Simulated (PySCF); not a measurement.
A structure optimised at B3LYP-D3(BJ)/def2-TZVP, used in a PySCF frequency run:

```
B
F 1 1.3273
O 1 1.3492 2 117.29
H 3 0.9617 1 113.85 2 180.00
H 1 1.1932 2 119.14 3 180.00
```

Question: Write its SMILES, formula and point group.

Answer: OBF, BFH2O, Cs

Question: What are its rotational constants (standard atomic weights)?

Answer: 71.955, 10.222, 8.9503 GHz
